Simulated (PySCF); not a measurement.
Compound: CH₁₀O₂Si₃.
Geometry (PBE0-D3(BJ)/def2-SVP, Å), atoms numbered from 1 in this order:
```xyz
16
CH10O2Si3 angstrom
O      3.6884   -0.0884    0.3391
Si     2.1341    0.4696    0.4401
O      1.0612   -0.7769    0.3215
Si    -0.3950   -1.5453    0.1601
C     -1.6875   -0.3546   -0.4862
Si    -1.8906    1.2176    0.5271
H      3.9877   -0.6697    1.0443
H      1.8955    1.1502    1.7470
H      1.9749    1.3995   -0.7061
H     -0.2242   -2.6964   -0.7754
H     -0.8195   -2.0658    1.4953
H     -2.6556   -0.8852   -0.5225
H     -1.4337   -0.0778   -1.5244
H     -2.1539    0.8799    1.9600
H     -0.6421    2.0396    0.4639
H     -3.0221    2.0502    0.0156
```

The closed-shell ground state was solved at several levels (PySCF, density fitting, gas phase, non-relativistic).

```csv
level,basis functions,total energy (Eh),HOMO (eV),LUMO (eV),gap (eV),dipole (D)
wB97X-D/pcSseg-1,173,-1063.0594,-10.35,2.28,12.63,1.32
PBE0/def2-SVPD,218,-1062.1940,-8.43,0.10,8.53,1.24
```

Q: What might PBE0/pcSseg-1 (173 basis functions) give for the same quantities?

A: Total energy -1062.5441 Eh, HOMO -8.45 eV, LUMO 0.52 eV, gap 8.97 eV, dipole 1.29 D.

Q: Over all these levels, which gives the widest orbital gap and which the narrowest?

A: wB97X-D/pcSseg-1 (range-separated hybrid) has the widest, 12.63 eV, and PBE0/def2-SVPD (global hybrid, 25 % exact exchange) the narrowest, 8.53 eV. Functional and basis both differ between the two, so the spread mixes both effects.

Q: How far do the dipole and the HOMO energy spread over the levels?

A: The dipole runs from 1.24 to 1.32 D (mean 1.28 D) and the HOMO from -10.35 to -8.43 eV.

One conformer stands for the species.

Note: wB97X-D ran without an empirical dispersion term, which enters the total energy and its gradient alone.
